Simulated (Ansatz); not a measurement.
`CB[Si](F)(F)F` + H₂ → `F[SiH](F)F` + `BC` at 600 K and 1 bar (hydrogenolysis of the Si–B bond).

Program: Ansatz. Geometries: PBE0-D4/def2-TZVP. ΔE: electronic, gas phase. CBS: MP2 limit from def2 TZ/QZ plus the TZ coupled-cluster correction, frozen cores. This one scheme is used for every species. One conformer a species, not always the lowest.

| species | CCSD(T)/CBS energy (Eh) | H − E (kJ/mol) | S (J/(mol·K)) |
| --- | --- | --- | --- |
| `CB[Si](F)(F)F` | -653.90979 | 219.1 | 472.6 |
| H₂ | -1.17544 | 43.9 | 150.8 |
| `F[SiH](F)F` | -589.26725 | 84.1 | 330.7 |
| `BC` | -65.83255 | 180.5 | 296.9 |

H − E and S are ideal-gas, rigid-rotor, harmonic terms from PBE0-D4/def2-TZVP, for one conformer and one mirror image of each species. The MP2-based limit puts H₂ 0.8 mEh under its directly extrapolated value; such offsets cancel only in part. 1 Eh = 2625.50 kJ/mol, R = 8.31446 J/(mol·K).

By hand: ΔE, ΔH, ΔS and ΔG.

ΔE = (-589.26725) + (-65.83255) − (-653.90979) − (-1.17544) = -0.01457 Eh = -38.3 kJ/mol. Δ(H − E) = 84.1 + 180.5 − 219.1 − 43.9 = 1.6, so ΔH = -36.7 kJ/mol. ΔS = 330.7 + 296.9 − 472.6 − 150.8 = 4.2 J/(mol·K). ΔG = -36.7 − 600 × (4.2)/1000 = -39.2 kJ/mol.

By hand: the equilibrium constant, and the temperature at which ΔG would vanish if ΔH and ΔS stayed fixed.

log₁₀ K = −ΔG/(RT ln 10) = 3.4. ΔH and −TΔS have one sign here, so there is no such temperature. One of them is within its doubt of zero, so this could turn.

The number of gas molecules stays the same, so ΔS is small and ΔH decides. A doubt of 5 kJ/mol in ΔE shifts log₁₀ K by 0.4 here. Other conformers and mirror images would add mixing entropy, several J/(mol·K) or more a flexible species. Modes under 60 cm⁻¹, often nearly free rotors, make the harmonic entropy too high. These are equilibria of isolated gas molecules and say nothing of rates. Largest T1 diagnostic: 0.012 (customary marks: 0.02 for closed shells, 0.045 for open ones).
